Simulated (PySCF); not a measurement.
Cards and structures have been mixed up. Pair them.

Structures:
1. `[OH][Nb]([OH])([OH])=[S]`
2. `N#[C][Sn]([C]#N)([C]#N)[C]#N`
3. `Cc1c(F)nnn1C(C)C`
4. `C[C@H](CC)CC(F)=C`

Card P (geometry PBE0-D3(BJ)/def2-SVP):
* Rotational constants A, B, C: 0.955, 0.952, 0.946 GHz
* Static isotropic polarisability (wB97X-D/def2-SVPD): 88.9 au
* Lowest triplet excitation (Tamm–Dancoff) (TDA wB97X-D/def2-SVPD): 5.79 eV
* Dipole moment (wB97X-D/def2-SVPD): 0.08 D
* HOMO energy (wB97X-D/def2-SVPD): -13.21 eV

Card Q (geometry PBE0-D3(BJ)/def2-SVP):
- Rotational constants A, B, C: 2.930, 1.162, 1.030 GHz
- Static isotropic polarisability (wB97X-D/def2-SVPD): 87.3 au
- Lowest triplet excitation (Tamm–Dancoff) (TDA wB97X-D/def2-SVPD): 4.51 eV
- Dipole moment (wB97X-D/def2-SVPD): 1.44 D
- Lowest singlet excitation (TDDFT wB97X-D/def2-SVPD): 7.24 eV (171 nm, f = 0.254)
- Strongest line among the 10 lowest singlet transitions (TDDFT wB97X-D/def2-SVPD): S1 at 7.24 eV (171 nm, f = 0.254)

Card R (geometry PBE0-D3(BJ)/def2-SVP):
* Rotational constants A, B, C: 2.948, 2.064, 2.061 GHz
* Static isotropic polarisability (wB97X-D/def2-SVPD): 74.2 au
* Strongest line among the 10 lowest singlet transitions (TDDFT wB97X-D/def2-SVPD): S6 at 5.39 eV (230 nm, f = 0.063)
* Lowest triplet excitation (Tamm–Dancoff) (TDA wB97X-D/def2-SVPD): 3.67 eV
* Lowest singlet excitation (TDDFT wB97X-D/def2-SVPD): 4.17 eV (298 nm, f = 0.000)

Card S (geometry PBE0-D3(BJ)/def2-SVP):
- Rotational constants A, B, C: 2.468, 0.938, 0.801 GHz
- Static isotropic polarisability (wB97X-D/def2-SVPD): 90.8 au
- Lowest singlet excitation (TDDFT wB97X-D/def2-SVPD): 5.89 eV (211 nm, f = 0.010)
- HOMO energy (wB97X-D/def2-SVPD): -8.97 eV
- Strongest line among the 10 lowest singlet transitions (TDDFT wB97X-D/def2-SVPD): S2 at 6.27 eV (198 nm, f = 0.123)
- Dipole moment (wB97X-D/def2-SVPD): 5.71 D
- Vertical ionisation energy (ΔSCF wB97X-D/def2-SVPD): 9.14 eV

Species are written as SMILES; each is one conformer at its optimised geometry, gas phase (atoms past krypton carry core potentials, spin–orbit coupling is left out). Electronic properties by PySCF.

**Question.** Which card belongs to which structure?

**Answer.** P = 2, Q = 4, R = 1, S = 3. What ties each card to its structure:
- 1 (card R), H3NbO3S, monoisotopic mass 175.9 u, 5 heavy atoms: a nearly prolate symmetric top with C = 2.061 GHz, the highest such constant on the cards; polarisability 74.2 au for 84 electrons, the smallest shown.
- 2 (card P), C4N4Sn, monoisotopic mass 223.9 u, 9 heavy atoms: a nearly spherical top with C = 0.946 GHz; polarisability 88.9 au for 102 electrons; dipole 0.08 D.
- 3 (card S), C6H10FN3, monoisotopic mass 143.1 u, 10 heavy atoms: an asymmetric top with C = 0.801 GHz, the lowest such constant on the cards; polarisability 90.8 au for 76 electrons, the largest shown; dipole 5.71 D.
- 4 (card Q), C7H13F, monoisotopic mass 116.1 u, 8 heavy atoms: an asymmetric top with C = 1.030 GHz; polarisability 87.3 au for 64 electrons; dipole 1.44 D.
